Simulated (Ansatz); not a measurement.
Energy needed to pull apart GeH2SO (SMILES [OH][Ge][SH]), singlet, into free ground-state atoms, from the structure below (displaced at random from a GFN2-xTB minimum); no zero-point or spin–orbit terms; open-shell atoms are treated unrestricted, in their ground-state multiplicity.

```xyz
5
angstrom
O -1.1945 -1.0506 0.2893
Ge -1.0305 0.6776 -0.0224
S 1.3612 0.4752 -0.2437
H -0.7160 -1.8170 0.4584
H 1.6565 1.6934 -0.5626
```

Program: Ansatz 0.2.0. Basis: def2-TZVPP. Cores are frozen in the correlated methods. Filled d shells of the heavier atoms are correlated. The def2 sets are not built for correlating such inner shells, so the correlated values are less sure here.

| method | atomization energy (eV) |
| --- | --- |
| PBE-D4 | 16.51 |
| r2SCAN-D4 | 16.15 |
| PBE0-D4 | 15.87 |
| r2SCANh-D4 | ? |
| LC-wPBE | 15.58 |
| wB97M-V | 16.11 |
| HF | 10.28 |
| MP2 | 15.86 |
| CCSD | ? |
| CCSD(T) | 15.50 |

**Question.** What does r2SCANh-D4 give? (An estimate is asked for; the value comes from the calculation.)

**Answer.** Computed: 15.92 eV, which is about 0.42 eV more than CCSD(T)/def2-TZVPP.

**Question.** What does CCSD give? (Judge from chemistry; the value comes from the calculation.)

**Answer.** Computed: 15.10 eV, which is about 0.39 eV less than CCSD(T)/def2-TZVPP.

In triple zeta the MP2 and coupled-cluster atomization energies are still short of their basis limit by a few kcal/mol a bond, whereas those of the functionals are nearly converged, so these differences are not deviations from converged CCSD(T).

The T1 diagnostic stays at or below 0.016.

For scale, one of the runs: CCSD(T)/def2-TZVPP forces, 149 basis functions (an equivalent command: `ansatz run in.yaml --threads 4`). Time: 77 s of wall clock on 4 CPU threads; the host was shared. Peak host memory: 1.6 GiB.
